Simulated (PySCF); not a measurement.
NMR data simulated for an unnamed compound:

¹H NMR (400 MHz, computed): δ 4.07 (m, 2H), 3.50 (m, 3H), 3.34 (m, 2H), 0.18 (t, 3H).

¹³C{¹H} NMR (computed): δ -8.2 (CH3).

Non-relativistic, isolated molecule, equivalent nuclei averaged, a single conformation. NMR shieldings at PBE0/pcSseg-1/GIAO; coordinates at the GFN2-xTB level; PySCF.

Scale: ¹H (31.72 ppm), ¹³C (186.93 ppm) vs TMS (reference shieldings calculated alike).

Question: Which of these does the molecule contain: a vinyl group CH=CH2, a Si–CH3 group, a tert-butyl group, an amide, a Si–H bond?

Answer: 
- A vinyl group CH=CH2: no.
- A Si–CH3 group: yes (δC -8.2; δH 0.18 (t)).
- A tert-butyl group: no.
- An amide: no.
- A Si–H bond: yes (δH 4.07 (m)).

The data belong to SMILES C[SiH2][SiH2][SiH3], CH$_{10}$Si$_{3}$; they needn't prove each group on their own.

Carbon signals by region: 1 below 50 ppm.

Shifts are as computed. Against solution values, carbons near 30 ppm lie about +3 ppm off and those near 130 ppm about +5 ppm (rms about the fit 2.1 ppm; single classes can miss by 10 ppm). Of 1328 compounds with measured shifts, 309 miss one by over three times the rms of a fit or turn the order of signals round; such compounds aren't used in these exercises. Signals without a measured value on file couldn't be tested in this way; 1H shifts scatter by 0.2 ppm about their fit, and single ones miss by 0.5 ppm. No couplings were computed; multiplicities are counted from neighbouring protons, with m where these are inequivalent, close in shift, in a saturated or five-membered ring or joined by F or P, and br s for small geminal =CH2 splittings.
